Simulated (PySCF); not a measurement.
Input of a run (BHandHLYP/6-31G* geometry optimisation, gas phase (PySCF 2.14.0)), started from GFN2-xTB:
```
{"job": {"xc": "BHandHLYP", "basis": "6-31G*", "grid": 1, "kind": "geom"}, "charge": 0, "multiplicity": 1}
C     -1.177300    -1.201336     0.683011
C     -0.641648    -0.208444    -0.348742
C     -0.977739     1.250917     0.021845
C      0.349687     1.882283     0.297192
C      1.362010     1.049704     0.060163
C      0.870839    -0.236736    -0.390088
C      1.633938    -1.257095    -0.763773
F      1.113256    -2.427861    -1.189936
H     -0.892845    -2.215426     0.415126
H     -0.771591    -0.975886     1.667332
H     -2.262786    -1.148679     0.729433
H     -1.049598    -0.471866    -1.328330
H     -1.629618     1.303619     0.896336
H     -1.486585     1.771196    -0.793394
H      0.429740     2.899750     0.639129
H      2.410191     1.263299     0.172728
H      2.713051    -1.265407    -0.777942
```

Output (energies in Eh, forces in Eh/bohr):
```
step   0  E = -371.74810015  max force = 0.011315
step   1  E = -371.74729808  max force = 0.007669
step   2  E = -371.74819002  max force = 0.007318
step   3  E = -371.74854319  max force = 0.002577
step   4  E = -371.74847326  max force = 0.005030
step   5  E = -371.74866678  max force = 0.001000
step   6  E = -371.74860157  max force = 0.002950
step   7  E = -371.74866398  max force = 0.001112
step   8  E = -371.74867981  max force = 0.000391
optimisation converged
```

Q: Summarise the run.

A: The energy falls by 0.36 kcal/mol over 9 energy and gradient evaluations, the largest force component goes from 0.0113 to 3.9e-04 Eh/bohr, and the atoms move by 0.053 Å rms after alignment. Among the bonds, C2–C3, C5–C6 and C7–F8 change most and about equally (-0.008 to +0.009 Å). Bonds longer at the end by more than 0.005 Å: 4 of 17; shorter: 3. The energy rose by more than 1e-6 Eh at steps 1, 4 and 6.

Q: What are the final bond lengths?

A: C1–C2 1.526 Å, C2–C3 1.551 Å, C3–C4 1.501 Å, C4=C5 1.330 Å, C5–C6 1.457 Å, C6=C7 1.321 Å, C7–F8 1.343 Å, C2–C6 1.519 Å, C1–H9 1.085 Å, C1–H10 1.088 Å, C1–H11 1.088 Å, C2–H12 1.088 Å, C3–H13 1.090 Å, C3–H14 1.090 Å, C4–H15 1.077 Å, C5–H16 1.077 Å, C7–H17 1.076 Å. Numbering counts from 1 in the input's order; the species is `C[C@H]1CC=C/C1=C/F`.

The run used 130 basis functions and 64 SCF cycles in all.

BHandHLYP/6-31G* frequencies: not computed here.
